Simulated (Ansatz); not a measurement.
Reaction (ligand exchange at the Si–O bond): `[NH2][AlH][O][SiH2][SiH3]` + H₂Se → `[SiH3][SiH2][SeH]` + `[NH2][AlH][OH]`

Gas-phase electronic energies from Ansatz, PBE0-D4/def2-TZVP geometries. CCSD(T)/CBS is the MP2 limit (def2-TZVPP, def2-QZVPP) plus CCSD(T) − MP2 in def2-TZVPP, frozen cores. This one scheme is used for every species. DFT in def2-TZVPP. B3LYP here is the variant with VWN-RPA as its local correlation; programs differ in this. For Se outer-core shells are correlated without core-valence functions, which leaves a few kJ/mol of doubt a bond. Scalar relativity is left out up to krypton. Each species was taken in one conformer, which may not be the lowest.

```tsv
level	ΔE (kJ/mol)
PBE-D4	29.5
PBE0-D4	33.2
B3LYP-D4	47.4
HF/def2-TZVPP	59.2
```

What does CCSD(T)/CBS give? (Estimate.)

The calculation gave: +39.9 kJ/mol. The listed levels differ from it by -10.4, -6.7, 7.5, 19.3 kJ/mol.

Largest T1 diagnostic among the species: 0.012.

From PBE to PBE0 (25 % exact exchange), in def2-TZVPP and without D4, ΔE moves by +3.6 kJ/mol. In def2-TZVPP, CCSD(T) changes the Hartree–Fock value by −14.1 kJ/mol (the triples alone add −2.5 kJ/mol) and MP2 by −19.4 kJ/mol.
